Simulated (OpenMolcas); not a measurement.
## GeSiH5: a line through the functionals

GeSiH5: 7 atoms, total charge 0, spin state doublet. As SMILES, `[SiH2][GeH3]`. The coordinates come from a PBE0-D4/def2-TZVP relaxation.

The vertical energy of the quartet above the doublet y, in eV, basis aug-cc-pVDZ; a is the functional's share of exact exchange. Programs: OpenMolcas 26.06.

| functional | program | a | y (eV) |
| --- | --- | --- | --- |
| U-revPBE | OpenMolcas | 0 | 6.24 |
| UTPSS | OpenMolcas | 0 | 6.46 |
| UB3LYP | OpenMolcas | 0.2 | 6.51 |
| UPBE0 | OpenMolcas | 0.25 | ? |
| UBHLYP | OpenMolcas | 0.5 | 6.84 |

Q: Fit y = c + s·a to the known rows and predict UPBE0.

A: 
1. Means of the 4 rows: a = 0.1750, y = 6.513.
2. Σ(Δa)² = 0.1675, Σ(Δa·Δy) = 0.16325, so the slope is 0.16325/0.1675 = 0.97463.
3. Intercept: 6.513 − (0.97463) × 0.1750 = 6.342. The largest residual of the fit is 0.12.
4. UPBE0: 6.342 + (0.97463) × 0.25 = 6.59 eV.

The run gave 6.53 eV, so the prediction is off by +0.06 eV, within the largest residual. The rows mix families of semi-local functionals, which the line can't see.
